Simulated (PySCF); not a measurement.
## Fractional electron number in He⁺ (helium, charge +1)

The 1s alpha orbital of 1s1 is emptied in steps (occupation f), with all orbitals relaxed, ending at no electrons. Computed with PySCF 2.14 in def2-TZVPPD (3s3p1d, 17 functions), with no relativity, point nucleus. The exact energy is a straight line in f; departures are measured from the line between the end points of the same method.

```json
{"f": "1", "UHF (eV)": "0.000", "BHandHLYP (eV)": "0.000"}
{"f": "0.9", "UHF (eV)": "0.000", "BHandHLYP (eV)": "-0.554"}
{"f": "0.7", "UHF (eV)": "0.000", "BHandHLYP (eV)": "-1.260"}
{"f": "0.5", "UHF (eV)": "0.000", "BHandHLYP (eV)": "-1.445"}
{"f": "0.3", "UHF (eV)": "0.000", "BHandHLYP (eV)": "-1.137"}
{"f": "0.1", "UHF (eV)": "0.000", "BHandHLYP (eV)": "-0.415"}
{"f": "0", "UHF (eV)": "0.000", "BHandHLYP (eV)": "0.000"}
```

| method | E(f=0) − E(f=1) (eV) | −ε at f=1 (eV) | −ε at f=0.5 (eV) |
| --- | --- | --- | --- |
| UHF | 54.372 | 54.372 | 54.372 |
| BHandHLYP | 54.306 | 48.097 | 54.651 |

Orbital energy along the path (eV):

| f | UHF | BHandHLYP |
| --- | --- | --- |
| 1 | -54.372 | -48.097 |
| 0.9 | -54.372 | -49.441 |
| 0.7 | -54.372 | -52.094 |
| 0.5 | -54.372 | -54.651 |
| 0.3 | -54.372 | -56.984 |
| 0.1 | -54.372 | -58.627 |
| 0 | -54.372 | -55.358 |

As f goes to zero the orbital energy of a semilocal functional can turn back, because the density of that orbital vanishes from the exchange-correlation potential.

Reference removal energy between the ground levels: 54.418 eV (theoretical estimate listed by NIST; NIST Atomic Spectra Database, ionization energies). UHF lacks correlation.
